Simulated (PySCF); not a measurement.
CHOS, SMILES [OH+]=C=S, charge +1. Geometry optimised at B3LYP-D3(BJ)/def2-TZVP. The isomer is the one that the SMILES or the coordinates give; other isomers of the formula were not compared.

TDA-PBE0/def2-SVPD (PySCF) puts the lowest singlet excitations at 5.07, 5.85, 6.24, 8.67, 9.18, 9.75 eV.

Question: What are the lowest excitation roots from ADC(2)/aug-cc-pVDZ (PySCF)? (An estimate is asked for; the answer gives what the named calculation found.)

Answer: 5.42, 6.17, 6.69, 8.71, 8.83, 9.43 eV. S1 differs by 0.35 eV (second minus first; roots are paired by order, and the bases may differ).
